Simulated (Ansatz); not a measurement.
C2H6BF can be A, `BC(C)F`, or B, `CB(C)F`.

Calculated with Ansatz (gas phase, PBE0-D4/def2-TZVP geometries, no zero-point term in ΔE). CCSD(T)/CBS is the MP2 limit (def2-TZVPP, def2-QZVPP) plus CCSD(T) − MP2 in def2-TZVPP, frozen cores. DFT in def2-TZVPP. B3LYP here is the variant with VWN-RPA as its local correlation; programs differ in this.

(1) Which is lower in electronic energy at CCSD(T)/CBS, and by how much? (Estimate.)

(2) Give E(B) − E(A) in kcal/mol with CCSD(T)/def2-TZVPP, B3LYP-D4, CCSD(T)/def2-SVP, MP2/def2-TZVPP, B3LYP, r2SCAN-D4, LDA (SPW92). (Estimate.)

(3) Does the order hold for the free energy at 298.15 K (harmonic terms from PBE0-D4)? (Best estimate.)

Largest T1 diagnostic: 0.011.

Results:

(1) Ansatz gave: B, by 71.6 kcal/mol.

(2) Ansatz gave: CCSD(T)/def2-TZVPP -71.7, B3LYP-D4 -70.7, CCSD(T)/def2-SVP -72.8, MP2/def2-TZVPP -73.7, B3LYP -70.9, r2SCAN-D4 -72.8, LDA (SPW92) -73.0. None reverses the order clearly.

(3) Ansatz gave: Yes: G(B) − G(A) = -71.1 kcal/mol. Modes under 60 cm⁻¹, often nearly free rotors, make the harmonic entropy too high.

Leaving LDA and LC-ωPBE aside and taking each functional with its dispersion term where it has one, the values, not all of them listed here, spread over 4.7 kcal/mol, from B97M-V to revPBE-D4. LDA lies −2.0 kcal/mol from PBE without D4. In def2-TZVPP, CCSD(T) changes the Hartree–Fock value by −2.3 kcal/mol (the triples alone add −0.2 kcal/mol) and MP2 by −4.4 kcal/mol.
